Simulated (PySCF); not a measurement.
Al(H)(Me)(NCO) (C₂H₄AlNO), SMILES [N]([AlH][CH3])=C=O.

The structure is a stationary point at B3LYP-D3(BJ)/def2-SVP. A frequency run showed that this geometry is not a minimum. The structure was generated by enumeration; whether it is a known compound was not checked. The values are those of a single conformer.

Level of theory: B3LYP-D3(BJ)/def2-SVP (PySCF 2.14.0).

Frequencies are harmonic and unscaled.

```json
[
 {"mode": "1", "ν (cm⁻¹)": "36i", "IR (km/mol)": "0.0", "Raman (Å⁴/amu)": "0.1", "depolarisation": "0.75", "moving atoms (share of kinetic energy)": "H 96 %"},
 {"mode": "2", "ν (cm⁻¹)": "70", "IR (km/mol)": "0.1", "Raman (Å⁴/amu)": "2.9", "depolarisation": "0.74", "moving atoms (share of kinetic energy)": "N 32 %, O 28 %, C 23 %, H 13 %"},
 {"mode": "3", "ν (cm⁻¹)": "120", "IR (km/mol)": "0.0", "Raman (Å⁴/amu)": "0.9", "depolarisation": "0.75", "moving atoms (share of kinetic energy)": "N 62 %, O 21 %, H 9 %"},
 {"mode": "4", "ν (cm⁻¹)": "210", "IR (km/mol)": "10.1", "Raman (Å⁴/amu)": "1.3", "depolarisation": "0.69", "moving atoms (share of kinetic energy)": "N 37 %, C 21 %, H 20 %, Al 18 %"},
 {"mode": "5", "ν (cm⁻¹)": "395", "IR (km/mol)": "59.3", "Raman (Å⁴/amu)": "1.7", "depolarisation": "0.75", "moving atoms (share of kinetic energy)": "H 86 %, Al 11 %"},
 {"mode": "6", "ν (cm⁻¹)": "528", "IR (km/mol)": "50.2", "Raman (Å⁴/amu)": "13.3", "depolarisation": "0.09", "moving atoms (share of kinetic energy)": "Al 36 %, C 26 %, O 20 %, H 11 %"},
 {"mode": "7", "ν (cm⁻¹)": "619", "IR (km/mol)": "1.7", "Raman (Å⁴/amu)": "6.5", "depolarisation": "0.73", "moving atoms (share of kinetic energy)": "C 48 %, H 36 %, O 10 %"},
 {"mode": "8", "ν (cm⁻¹)": "631", "IR (km/mol)": "55.8", "Raman (Å⁴/amu)": "5.4", "depolarisation": "0.70", "moving atoms (share of kinetic energy)": "H 40 %, C 36 %, N 13 %"},
 {"mode": "9", "ν (cm⁻¹)": "643", "IR (km/mol)": "21.9", "Raman (Å⁴/amu)": "0.3", "depolarisation": "0.75", "moving atoms (share of kinetic energy)": "C 71 %, N 15 %, O 13 %"},
 {"mode": "10", "ν (cm⁻¹)": "670", "IR (km/mol)": "89.0", "Raman (Å⁴/amu)": "6.7", "depolarisation": "0.16", "moving atoms (share of kinetic energy)": "Al 34 %, C 33 %, H 30 %"},
 {"mode": "11", "ν (cm⁻¹)": "678", "IR (km/mol)": "137.3", "Raman (Å⁴/amu)": "2.1", "depolarisation": "0.73", "moving atoms (share of kinetic energy)": "H 73 %, C 16 %, Al 10 %"},
 {"mode": "12", "ν (cm⁻¹)": "769", "IR (km/mol)": "314.3", "Raman (Å⁴/amu)": "2.1", "depolarisation": "0.58", "moving atoms (share of kinetic energy)": "H 70 %, Al 17 %, C 12 %"},
 {"mode": "13", "ν (cm⁻¹)": "1222", "IR (km/mol)": "22.4", "Raman (Å⁴/amu)": "2.8", "depolarisation": "0.02", "moving atoms (share of kinetic energy)": "H 79 %, C 20 %"},
 {"mode": "14", "ν (cm⁻¹)": "1424", "IR (km/mol)": "0.9", "Raman (Å⁴/amu)": "11.9", "depolarisation": "0.75", "moving atoms (share of kinetic energy)": "H 96 %"},
 {"mode": "15", "ν (cm⁻¹)": "1427", "IR (km/mol)": "1.4", "Raman (Å⁴/amu)": "10.5", "depolarisation": "0.75", "moving atoms (share of kinetic energy)": "H 95 %"},
 {"mode": "16", "ν (cm⁻¹)": "1494", "IR (km/mol)": "31.2", "Raman (Å⁴/amu)": "22.6", "depolarisation": "0.24", "moving atoms (share of kinetic energy)": "N 56 %, O 41 %"},
 {"mode": "17", "ν (cm⁻¹)": "1962", "IR (km/mol)": "205.7", "Raman (Å⁴/amu)": "161.9", "depolarisation": "0.14", "moving atoms (share of kinetic energy)": "H 96 %"},
 {"mode": "18", "ν (cm⁻¹)": "2414", "IR (km/mol)": "1474.5", "Raman (Å⁴/amu)": "3.8", "depolarisation": "0.02", "moving atoms (share of kinetic energy)": "C 70 %, N 18 %, O 12 %"},
 {"mode": "19", "ν (cm⁻¹)": "3016", "IR (km/mol)": "1.7", "Raman (Å⁴/amu)": "141.3", "depolarisation": "0.00", "moving atoms (share of kinetic energy)": "H 97 %"},
 {"mode": "20", "ν (cm⁻¹)": "3095", "IR (km/mol)": "4.7", "Raman (Å⁴/amu)": "91.2", "depolarisation": "0.75", "moving atoms (share of kinetic energy)": "H 91 %, C 9 %"},
 {"mode": "21", "ν (cm⁻¹)": "3118", "IR (km/mol)": "7.4", "Raman (Å⁴/amu)": "115.4", "depolarisation": "0.71", "moving atoms (share of kinetic energy)": "H 91 %, C 9 %"}
]
```
